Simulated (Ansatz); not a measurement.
The cluster Se6⁺. The state is a doublet with charge 1. Geometry PBE0-D4/def2-SVP; atoms count from 1.

```xyz
6

Se    0.6076    0.2083   -1.8304
Se    1.0703   -0.8866    1.6213
Se    1.0947   -1.7147   -0.6402
Se    0.5644    1.3450    1.2769
Se   -1.6526    0.1111   -1.3448
Se   -1.6843    0.9370    0.9172
```

The structure comes from a short search, and lower isomers may exist.

Estimate the Mulliken populations from the PBE0/def2-SVP orbitals of Ansatz.


```json
{"atom": "Se1", "charge (e)": "0.14", "spin (α − β)": "-0.03"}
{"atom": "Se2", "charge (e)": "0.18", "spin (α − β)": "0.26"}
{"atom": "Se3", "charge (e)": "0.18", "spin (α − β)": "0.26"}
{"atom": "Se4", "charge (e)": "0.14", "spin (α − β)": "-0.03"}
{"atom": "Se5", "charge (e)": "0.18", "spin (α − β)": "0.27"}
{"atom": "Se6", "charge (e)": "0.18", "spin (α − β)": "0.26"}
```
Mulliken values depend strongly on the basis.

Where does the spin sit?

Summed by element: Se 1.00, of 1 unpaired in all. Largest on single atoms: Se5 0.27, Se3 0.26, Se6 0.26.

And the Mayer bond orders between heavy atoms (over 0.3)?

Se1–Se3 1.11 (2.31 Å); Se1–Se5 1.11 (2.31 Å); Se2–Se3 1.01 (2.41 Å); Se2–Se4 1.11 (2.31 Å); Se4–Se6 1.11 (2.31 Å); Se5–Se6 1.01 (2.41 Å).
